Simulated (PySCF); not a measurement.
S2, triplet, geometry from GFN2-xTB. Base run: CCSD(T)/def2-SV(P) (PySCF).

Here is a job for PySCF.
```python
from pyscf import gto, scf, cc

mol = gto.Mole()
mol.atom = '''
    S    -0.00000000   -0.00000000   -0.95002097
    S     0.00000000    0.00000000    0.95002097
'''
mol.basis = 'def2-sv(p)'
mol.spin = 2
mol.verbose = 4
mol.build()

mf = scf.UHF(mol)
mf.kernel()

mycc = cc.CCSD(mf)
mycc.kernel()
et = mycc.ccsd_t()
print('E(CCSD(T)) = %.10f' % (mycc.e_tot + et))
```

Variants of this job, named by their change:

```csv
change,ΔE vs base (kcal/mol),MP2 correlation (Eh),CC correlation without the perturbative part (Eh),basis functions
base,0.000,-0.25218,-0.27264,36
density fitting = JK and correlation,0.032,-0.25220,-0.27268,36
method = mp2,19.41,-0.25218,-,36
cc.diis_space = 10,0.000,-0.25218,-0.27264,36
frozen = 9,(withheld),(withheld),(withheld),36
frozen = 11,(withheld),(withheld),(withheld),36
method = ccsd,(withheld),-0.25218,-0.27264,36
cc.direct = True,0.000,-0.25218,-0.27264,36
cc.conv_tol = 1e-9,0.000,-0.25218,-0.27264,36
frozen = 10,10.16,-0.23465,-0.25698,36
```

Some entries are withheld; supply them.


- frozen = 9, ΔE vs base (kcal/mol): 9.39
- frozen = 9, MP2 correlation (Eh): -0.23605
- frozen = 9, CC correlation without the perturbative part (Eh): -0.25818
- frozen = 11, ΔE vs base (kcal/mol): 40.45
- frozen = 11, MP2 correlation (Eh): -0.19393
- frozen = 11, CC correlation without the perturbative part (Eh): -0.21036
- method = ccsd, ΔE vs base (kcal/mol): 6.57

Open shells are given as the SCF converged; they aren't shown to be the lowest states, and a large step between rows can be another state.
